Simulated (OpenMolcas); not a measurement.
## Lines of O⁴⁺: computed and rescaled rates

```yaml
Program: OpenMolcas
Method: RASSCF
Basis: ANO-RCC [8s7p4d3f2g]
Scalar_Hamiltonian: DKH2, point nucleus
Active_space: 2 electrons in 9 orbitals (RAS2 2s 2p; RAS3 3d, at most 2 electrons)
State_averaging: 2S+1 = 3 even, 3 roots; 2S+1 = 1 even, 7 roots; 2S+1 = 3 odd, 3 roots; 2S+1 = 1 odd, 3 roots
Spin-orbit_coupling: RASSI with atomic mean-field integrals over the reference wave functions, term energies averaged over their components
```

Rates come from the transition moments of the reference wave functions (E1 and E2 in the length form). At fixed line strength A goes as λ^-3 for E1 and M1 and as λ^-5 for E2, so a rate at the computed wavelength can be rescaled to the measured one. Measured vacuum wavelengths follow from level energies in Moore, Selected Tables of Atomic Spectra, NSRDS-NBS 3, section 9. Branching counts decays inside the model space alone, at computed energies, and the table is only a selection of the E1 lines, drawn from those between levels with measured partners whose computed energy lies within a factor of 1.5 of the measured one.

```json
{"Upper": "2p² ¹D₂", "Lower": "2s 2p ¹P°₁", "Type": "E1", "λ computed (nm)": "137.1", "λ measured (nm)": "137.1", "A computed (s-1)": "3.37e+08", "A rescaled (s-1)": "3.37e+08", "Branching %": "99.9"}
{"Upper": "2s 2p ³P°₁", "Lower": "2s² ¹S₀", "Type": "E1", "λ computed (nm)": "122", "λ measured (nm)": "121.8", "A computed (s-1)": "2.12e+03", "A rescaled (s-1)": "", "Branching %": "100.0"}
{"Upper": "2p² ³P₁", "Lower": "2s 2p ³P°₂", "Type": "E1", "λ computed (nm)": "75.35", "λ measured (nm)": "76.2", "A computed (s-1)": "9.52e+08", "A rescaled (s-1)": "9.20e+08", "Branching %": "41.5"}
{"Upper": "2p² ³P₀", "Lower": "2s 2p ³P°₁", "Type": "E1", "λ computed (nm)": "75.27", "λ measured (nm)": "76.11", "A computed (s-1)": "2.29e+09", "A rescaled (s-1)": "2.22e+09", "Branching %": "100.0"}
{"Upper": "2p² ³P₂", "Lower": "2s 2p ³P°₂", "Type": "E1", "λ computed (nm)": "75.18", "λ measured (nm)": "76.04", "A computed (s-1)": "1.72e+09", "A rescaled (s-1)": "1.66e+09", "Branching %": "74.9"}
{"Upper": "2p² ³P₁", "Lower": "2s 2p ³P°₁", "Type": "E1", "λ computed (nm)": "75.18", "λ measured (nm)": "76.02", "A computed (s-1)": "5.75e+08", "A rescaled (s-1)": "5.56e+08", "Branching %": "25.0"}
{"Upper": "2p² ³P₁", "Lower": "2s 2p ³P°₀", "Type": "E1", "λ computed (nm)": "75.1", "λ measured (nm)": "75.94", "A computed (s-1)": "7.69e+08", "A rescaled (s-1)": "7.44e+08", "Branching %": "33.5"}
{"Upper": "2p² ³P₂", "Lower": "2s 2p ³P°₁", "Type": "E1", "λ computed (nm)": "75.02", "λ measured (nm)": "75.87", "A computed (s-1)": "5.79e+08", "A rescaled (s-1)": "5.60e+08", "Branching %": "25.1"}
{"Upper": "2p² ¹S₀", "Lower": "2s 2p ¹P°₁", "Type": "E1", "λ computed (nm)": "74.49", "λ measured (nm)": "77.45", "A computed (s-1)": "4.07e+09", "A rescaled (s-1)": "3.62e+09", "Branching %": "100.0"}
{"Upper": "2s 2p ¹P°₁", "Lower": "2s² ¹S₀", "Type": "E1", "λ computed (nm)": "61.79", "λ measured (nm)": "62.97", "A computed (s-1)": "3.03e+09", "A rescaled (s-1)": "2.86e+09", "Branching %": "100.0"}
```

Spin-changing lines and M1 lines between different terms are not rescaled, since their strength hangs on the term gaps too.

The largest correction is for 2p² ¹S₀ → 2s 2p ¹P°₁ (E1): 4.07e+09 × (74.49 / 77.45)^3 = 3.62e+09 s-1, a factor of 0.89.

The computed rate and branching of 2s 2p ¹P°₁ → 2s² ¹S₀ give the upper level a radiative lifetime of 1.000 / 3.03e+09 s-1 = 3.30e-10 s, counting decays inside the model space alone. The rescaled rate gives about 3.5e-10 s.

No measured rate stands beside these. Rescaling mends the energy factor alone: line strengths can still be far off where a level mixes with configurations outside the active space, and weak or spin-changing lines hang on small mixing coefficients that depend on the term gaps too, so rescaling need not improve them.

Active for correlation alone: 3d; no level in the range computed is led by a configuration that fills it, so any true level of that kind is missing. Computed and measured levels are paired by configuration, term and J; levels that our copy of the source lacks, or whose pairing is in doubt (as where it misses far off the trend of its configuration), stay unpaired. Levels of configurations outside the active space are missing.

° marks odd parity.
